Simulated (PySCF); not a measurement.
**Spin states of BeF**

Unrestricted PBE0; basis Be x2c-TZVPPall, F x2c-TZVPPall; spin-free X2C with a Gaussian nucleus; PySCF 2.14. Outer shells of the fragments: Be 2s2; F 2s2 2p5.

Followed along the bond (rough minima from three points):

```
2Ms+1   unpaired  ⟨S²⟩ at the start  R at minimum (Å)  Te (eV)
    2        σ ↑               0.75              1.37     0.00
    4  σ ↑, π ↑↑               3.75  none in the scan   ≤ 8.40
```

Solutions found at the starting distance of 1.575 Å, counted from the lowest of them; the search is not exhaustive and high or unbound solutions are not listed, so other states can lie among these:

```tsv
2Ms+1	unpaired	term	E (eV)	⟨S²⟩	⟨Lz²⟩	μ (D)
2	σ ↑	²Σ⁺	0.00	0.75	0.00	-2.07
2	π ↑	²Π	3.69	0.75	1.00	-4.03
4	σ ↑, π ↑↑	mixed	8.16	3.75	2.01	2.69
4	σ ↑, π ↑↑	mixed	8.34	3.75	2.00	2.76
4	σ ↑↑, π ↑	⁴Π	9.47	3.75	1.00	2.74
```

A term symbol is given only where ⟨S²⟩ and ⟨Lz²⟩ are close to those of a pure state; real π, δ and φ orbitals otherwise mix terms. A positive dipole means Be(−)F(+).

Counting both spins, an empty level lies below a filled one in some of these solutions, because spin and occupation are held.
